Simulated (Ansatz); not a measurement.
Geometry optimisation, UKS PBE0/def2-SVP (Ansatz).

input.yaml

```yaml
crystal:
  periodic: [false, false, false]
  atoms:
    - { symbol: Al, position_ang: [-0.013447, -0.746459, 0.020809] }
    - { symbol: H, position_ang: [0.719201, -0.11199, 2.599246] }
    - { symbol: Cl, position_ang: [1.668263, 0.437807, -0.554209] }
    - { symbol: Cl, position_ang: [-1.983417, 0.01577, -0.3476] }
    - { symbol: O, position_ang: [-0.035463, -0.227247, 1.976662] }
    - { symbol: H, position_ang: [-0.869538, -0.168982, 2.462192] }
magnetization:
  spin_polarized: true
  initial_magnetization: 1
basis:
  gaussian: { orbitals: def2-SVP }
hamiltonian:
  xc: pbe0
relax:
  f_tol: 0.03
  max_steps: 50
```

Command:

```bash
$ ansatz run input.yaml --threads 2 --pin off --max-ram 3072MiB --backend cpu --events-out ev --progress --plain --runs-dir out
```

Problem. Where does it end, and by what steps?

Solution. The forces met the threshold. After 10 steps the energy has fallen by 0.122 eV; H2 moved furthest, 0.43 Å.

```tsv
step	energy less start (eV)	largest force component (eV/Å)	accepted
0	0.0000	0.671	yes
1	-0.0204	0.428	yes
2	0.0724	2.054	no
3	-0.0363	0.412	yes
4	-0.0546	0.913	yes
5	-0.0703	0.946	yes
6	-0.1035	0.397	yes
7	-0.1152	0.192	yes
8	-0.1194	0.250	yes
9	-0.1213	0.050	yes
10	-0.1217	0.004	yes
```

```xyz
6
Properties=species:S:1:pos:R:3
Al -0.031 -0.840 0.048
H 0.701 0.100 2.224
Cl 1.661 0.466 -0.254
Cl -1.974 0.078 -0.162
O -0.018 -0.528 2.042
H -0.853 -0.078 2.258
```

Whether the end is a true minimum wasn't checked by a vibrational analysis.

Run time: 28 s on 2 threads of Arm Neoverse V1, on a shared host, peak memory 0.22 GiB.
